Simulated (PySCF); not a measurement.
# Dipole response of Rh³⁺ (rhodium, charge +3)

[Kr] 4d6, high-spin 5D determinant. Calculation: PySCF 2.14, in def2-QZVPPD with the def2 core potential (28 electrons) (7s5p4d4f2g, 88 functions); scalar relativity through the core potential. Coupled (time-dependent) response in atomic units; α is the mean over directions.

```
 method  mean α (bohr³)         α xx, yy, zz  C₆ (like pair)  S(−4)
LC-wPBE           4.635  4.773, 4.773, 4.358           21.02  4.265
```

S(−4) is the Cauchy moment in α(ω) = α(0) + S(−4) ω² + …

Spin-orbit coupling is absent.

α(iu) at LC-wPBE:

```
u (hartree)  α(iu) (bohr³)
          0          4.635
     0.0500          4.624
      0.100          4.593
      0.200          4.474
      0.300          4.299
      0.500          3.861
      0.750          3.299
       1.00          2.804
       1.50          2.042
       2.00          1.522
       3.00         0.9088
       5.00         0.4109
```

A single London oscillator, α(iu) = α/(1 + u²/ω²), gives C₆ = (3/4) ω α². Matching the computed C₆ needs ω = 4 × 21.02 / (3 × 4.635²) = 1.30 hartree.

For an ion, C₆ is the dispersion term alone; charge-induced terms of lower order in 1/R come first.

The components differ because the open shell of this determinant is not spherical; for a pure term their mean is the scalar polarisability.

Energies and moments cover only the electrons outside the core potential.
